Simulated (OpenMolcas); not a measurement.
# V III: effect of the basis set

| Property | Result |
| --- | --- |
| Program | OpenMolcas |
| Method | CASSCF |
| Active space | 3 electrons in 10 orbitals (3d 4d) |
| State averaging | 2S+1 = 4 even, 10 roots; 2S+1 = 2 even, 40 roots |
| Spin-orbit coupling | RASSI with atomic mean-field integrals over the reference wave functions, term energies averaged over their components |

A. ANO-RCC-VTZP [6s5p3d2f1g], DKH2, point nucleus; cost of the order of 26 core-seconds
B. ANO-R2 [6s4p4d2f1g], X2C, finite nucleus; cost about 26 core-seconds
C. ANO-RCC-VQZP [7s6p4d3f2g1h], DKH2, point nucleus; cost roughly 28 core-seconds

Energies in cm⁻¹ above 3d³ ⁴F_3/2, the measured ground level; measured values from Sugar and Corliss, J. Phys. Chem. Ref. Data 7, 1191 (1978).

| Level | A | B | C | Measured |
| --- | --- | --- | --- | --- |
| 3d³ ⁴F_3/2 | 0.0 | 0.0 | 0.0 | 0.0 |
| 3d³ ⁴F_5/2 | 155 | 153 | 156 | 146 |
| 3d³ ⁴F_7/2 | 368 | 363 | 370 | 342 |
| 3d³ ⁴F_9/2 | 637 | 628 | 641 | 584 |
| 3d³ ²G_7/2 | 14310 | 14271 | 14293 | 11966 |
| 3d³ ⁴P_1/2 | 14340 | 14306 | 14331 | 11514 |
| 3d³ ⁴P_3/2 | 14418 | 14384 | 14409 | 11592 |
| 3d³ ²G_9/2 | 14544 | 14504 | 14530 | 12187 |
| 3d³ ⁴P_5/2 | 14599 | 14562 | 14591 | 11770 |
| 3d³ ²H_9/2 | 18949 | 18886 | 18919 | 16811 |
| 3d³ ²P_1/2 | 19060 | 18994 | 19023 | 15580 |
| 3d³ ²H_11/2 | 19139 | 19074 | 19111 | 16978 |
| 3d³ ²P_3/2 | 19146 | 19080 | 19109 | 15550 |
| 3d³ ²D_3/2(1) | 20494 | 20419 | 20458 | 16330 |
| 3d³ ²D_5/2(1) | 20673 | 20597 | 20637 | 16375 |
| 3d³ ²F_7/2 | 32962 | 32823 | 32882 | 27728 |
| 3d³ ²F_5/2 | 33059 | 32919 | 32980 | 27847 |
| 3d³ ²D_5/2(2) | 50657 | 50427 | 50542 | 42267 |
| 3d³ ²D_3/2(2) | 50757 | 50526 | 50644 | 42371 |

Deviations, from unrounded energies. A percentage is the sum of absolute deviations over the sum of measured energies, with the sign that they share, or ± where signs differ.

```csv
Against measurement,Levels,A,B,C
mean absolute deviation (cm-1),18,3400,3300,3300
fine structure of the ground term (%),3,+8.3,+6.8,+9.0
other terms of the ground configuration (%),15,+20.3,+19.8,+20.1
```

A, B, C lie about equally close to measurement. The largest miss of B in the table is 3d³ ²D_5/2(2), by +8200 cm-1. The ranking rests on the paired levels alone, and a cruder setting can come out closer through cancelling errors.

Among A to C the level of the table that moves most is 3d³ ²D_3/2(2), by 230 cm-1 (lowest in B, highest in A).

Without dynamic correlation excited terms often stand tens of per cent too high (terms of higher spin than the ground term too low), and those without a measured partner can miss by more than the paired ones. Some levels mix across a computed gap that differs much from the measured one, so their mixing is not that of the real levels. Active for correlation alone: 4d; no level in the range computed is led by a configuration that fills it, so any true level of that kind is missing. Measured partners are found by configuration, term and J. A level has none where our copy of the source lacks it or the pairing is in doubt (some pairs that miss far off the trend of their configuration count as doubtful), and it then counts in no deviation. Levels of configurations outside the active space are missing.

A number in round brackets counts repeated terms of one configuration in the order of the reference energies.
